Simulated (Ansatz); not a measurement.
Geometry optimisation, UKS PBE0/6-31G (Ansatz).

The input (input.yaml):

```yaml
crystal:
  periodic: [false, false, false]
  atoms:
    - { symbol: F, position_ang: [1.32751, 0.15753, 0.86097] }
    - { symbol: C, position_ang: [0.12691, 0.4038, 0.29577] }
    - { symbol: C, position_ang: [-0.37773, -0.48834, -0.64804] }
    - { symbol: Si, position_ang: [-0.85063, -2.15883, -0.99431] }
    - { symbol: H, position_ang: [-0.35959, 0.35661, -1.33639] }
    - { symbol: H, position_ang: [-0.51036, 0.92467, 1.02952] }
total_charge: 1
magnetization:
  spin_polarized: true
basis:
  gaussian: { orbitals: "6-31G" }
hamiltonian:
  xc: pbe0
relax:
  f_tol: 0.02
  max_steps: 50
output:
  orbitals: {}
```

Run as:

```bash
$ ansatz run input.yaml --threads 1 --pin off --max-ram 2048MiB --backend cpu --events-out ev --progress --plain --runs-dir out
```

**Question.** Where does it end, and by what steps?

**Answer.** The forces met the threshold. Limits of this set-up: no polarisation functions, the dipole of an ion depends on the origin. After 11 steps the energy has fallen by 2.276 eV; H6 moved furthest, 0.81 Å.

| step | energy less start (eV) | largest force component (eV/Å) | accepted |
| --- | --- | --- | --- |
| 0 | 0.0000 | 3.714 | yes |
| 1 | -0.8367 | 2.317 | yes |
| 2 | -1.2788 | 3.174 | yes |
| 3 | -1.7602 | 2.514 | yes |
| 4 | -2.0747 | 1.581 | yes |
| 5 | -2.2188 | 1.200 | yes |
| 6 | -2.2570 | 0.490 | yes |
| 7 | -2.2692 | 0.107 | yes |
| 8 | -2.2745 | 0.130 | yes |
| 9 | -2.2733 | 0.226 | no |
| 10 | -2.2760 | 0.031 | yes |
| 11 | -2.2763 | 0.012 | yes |

```xyz
6
Properties=species:S:1:pos:R:3
F 1.013 -0.358 1.158
C 0.151 0.328 0.363
C -0.475 -0.313 -0.652
Si -0.230 -2.103 -1.043
H -1.161 0.272 -1.269
H 0.058 1.370 0.651
```

Whether the end is a true minimum wasn't checked by a vibrational analysis.

The run took 32 s on 1 thread of Arm Neoverse V1 (shared host), peak memory 0.13 GiB.
